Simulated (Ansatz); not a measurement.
`C[SiH]1C=C1` + H₂S → `S[SiH]1C=C1` + CH₄ at 400 K and 1 bar (ligand exchange at the Si–C bond).

Computed with Ansatz on PBE0-D4/def2-TZVP structures; ΔE is electronic, products minus reactants. CCSD(T)/CBS is the MP2 limit (def2-TZVPP, def2-QZVPP) plus CCSD(T) − MP2 in def2-TZVPP, frozen cores. This one scheme is used for every species. Each species was taken in one conformer, which may not be the lowest.

```
      species  CCSD(T)/CBS energy (Eh)  H − E (kJ/mol)  S (J/(mol·K))
`C[SiH]1C=C1`               -406.78530           225.8          332.5
          H₂S               -398.97279            53.4          215.9
`S[SiH]1C=C1`               -765.32172           155.0          343.3
          CH₄                -40.46206           131.3          197.2
```

H − E and S are ideal-gas, rigid-rotor, harmonic terms from PBE0-D4/def2-TZVP, for one conformer and one mirror image of each species. 1 Eh = 2625.50 kJ/mol, R = 8.31446 J/(mol·K).

Question: By hand: ΔE, ΔH, ΔS and ΔG.

Answer: ΔE = (-765.32172) + (-40.46206) − (-406.78530) − (-398.97279) = -0.02569 Eh = -67.4 kJ/mol. Δ(H − E) = 155.0 + 131.3 − 225.8 − 53.4 = 7.1, so ΔH = -60.3 kJ/mol. ΔS = 343.3 + 197.2 − 332.5 − 215.9 = -7.9 J/(mol·K). ΔG = -60.3 − 400 × (-7.9)/1000 = -57.1 kJ/mol.

Question: By hand: the equilibrium constant, and the temperature at which ΔG would vanish if ΔH and ΔS stayed fixed.

Answer: log₁₀ K = −ΔG/(RT ln 10) = 7.5. ΔG = 0 at ΔH/ΔS = 7633 K, far beyond where these terms or the molecules hold.

The number of gas molecules stays the same, so ΔS is small and ΔH decides. A doubt of 5 kJ/mol in ΔE shifts log₁₀ K by 0.7 here. Other conformers and mirror images would add mixing entropy, several J/(mol·K) or more a flexible species. These are equilibria of isolated gas molecules and say nothing of rates. Largest T1 diagnostic: 0.012 (customary marks: 0.02 for closed shells, 0.045 for open ones).
